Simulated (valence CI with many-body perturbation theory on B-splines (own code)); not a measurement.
# Hg66+: one-electron terms

Level of theory: valence CI with perturbative core correlation (CI+MBPT): four valence electrons over a frozen Dirac-Fock core [Ne], a basis of 11 s, 11 p, 9 d, 7 f, 5 g, 2 h, 1 i functions for each j, with the one-electron correlation potential Σ1, the two-electron term Σ2, the three-electron term Σ3, Breit, model QED; selected CI, second order for the rest (own B-spline code, finite nucleus).

The last digits are not significant, and no measured levels were compared; by estimate large intervals hold to a few tenths of a per cent, small ones and those within an open d or f shell to about a per cent.

These are the spectroscopic orbitals of the CI (the correlating ones are not listed), shaped by the core and the other valence electrons. h is the expectation value of the core's Dirac-Fock operator, without the valence repulsion; Σ1 is computed up to l = 3 at one energy for each symmetry, that of its lowest orbital but kept below the first core excitation, so for empty shells it is not the orbital's own correlation shift; Breit and QED include the response of the core.

```
Orbital  h (hartree)  Σ1 (cm⁻¹)  Breit (cm⁻¹)  QED (cm⁻¹)  ⟨r⟩ (bohr)
  3s1/2      -317.11      -7708         63512       54676      0.1668
  4s1/2      -172.09      -2607         24537       21917      0.3097
  5s1/2       -107.7      -1198         11665       10722      0.4984
  6s1/2      -73.657       -655          6517        6037      0.7315
  3p1/2      -310.42     -10174        106932        4999      0.1562
  4p1/2      -169.31      -3377         41378        2017      0.3013
  5p1/2      -106.31      -1560         19860        1002      0.4916
  6p1/2      -72.865       -855         11144         568      0.7263
  3p3/2      -290.29      -8223         55806        8914      0.1686
  4p3/2      -161.07      -2880         21902        3622      0.3179
  5p3/2      -102.17      -1361         11989        1812      0.5124
  6p3/2      -70.503       -756          6790        1034      0.7512
  3d3/2      -282.62     -10468         48021       -1238      0.1437
  4d3/2      -158.14      -2992         17528        -352      0.2955
  5d3/2      -100.73      -1342          8347        -148      0.4920
  3d5/2      -278.04      -8869         22986        1159      0.1474
  4d5/2      -156.17      -2519          8234         619      0.3001
  5d5/2      -99.716      -1132          4052         340      0.4976
  4f5/2      -154.62      -2527          1808        -298      0.2607
  5f5/2      -98.945      -1229          1235        -155      0.4596
  4f7/2      -153.77      -2350           570         165      0.2630
  5f7/2      -98.505      -1135           385        81.8      0.4623
  5g7/2      -98.359                     42.3       -76.3      0.4059
  5g9/2      -98.102                      9.7        58.1      0.4076
```

Among the shells of the start configuration 3s2 3p2, Σ1 is largest in size for 3p1/2, where it is 0.015 % of h.

Lowest root of each symmetry, sizes in configuration state functions:

```csv
J,Parity,Roots,Reference,Variational,Second order,Change by selected CI (cm⁻¹),Change by second order (cm⁻¹)
0,even,8,39,16417,35063,-13068,0
1,even,11,69,39996,125038,-11261,-4
2,even,16,97,39991,176179,-12283,-37
3,even,10,70,39994,149915,-15637,-43
4,even,6,51,39994,164307,-14425,-40
5,even,2,19,22948,75420,-13738,-17
0,odd,4,28,12184,25386,-11155,-2
1,odd,8,72,34171,79061,-13801,-3
2,odd,10,83,40000,126896,-11159,-9
3,odd,7,67,39995,141398,-17354,-26
4,odd,2,41,29101,129740,-14569,-11
```
